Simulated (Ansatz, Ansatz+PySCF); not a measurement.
```xyz
3

C    -0.0141   -0.0352   -1.4351
C     0.0315    0.0092   -0.1205
S     0.0326    0.0368    1.4947
```

Basis set: def2-SVP (spherical functions). Left uncorrelated: 7 orbitals. Correlation on ROHF uses semicanonical orbitals with singles. Charge 0, multiplicity 3.

Computed with Ansatz (development build ahead of 0.2.0); each method stands on the lowest determinant of its kind that the runs found.

The atomization energy at this shape (free ground-state atoms in the same class of orbitals less the molecule, no zero-point energy) of triplet C₂S:

| method | atomization energy |
| --- | --- |
| ROHF-CCSD(T) | 10.95 eV |
| ROHF-MP2 | 11.45 eV |
| UHF-MP2 | 11.23 eV |
| UHF | 7.40 eV |

(1) What does ROHF give?

Answers

(1) 7.25 eV. Caution for UHF-MP2, UHF: the unrestricted determinant is spin contaminated.
